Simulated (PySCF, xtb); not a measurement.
Al(I)2(OH) (AlHI2O), SMILES [I][Al]([OH])[I].

GFN2-xTB (xtb) at its own geometry gives an orbital gap of 4.09 eV and a dipole moment of 4.73 D.

Coordinates come from a B3LYP-D3(BJ)/def2-SVP optimisation. The geometry has at least one imaginary mode, so it is a saddle point at that level. The def2 effective core potentials stand for the cores of I; spin–orbit coupling is left out. The values are those of a single conformer.

**Question.** What does B3LYP/def2-TZVP in PySCF give? (Estimate from the structure and the level; the computed values follow.)

**Answer.** gap 5.65 eV (levels -7.35 and -1.70 eV), dipole 1.88 D.
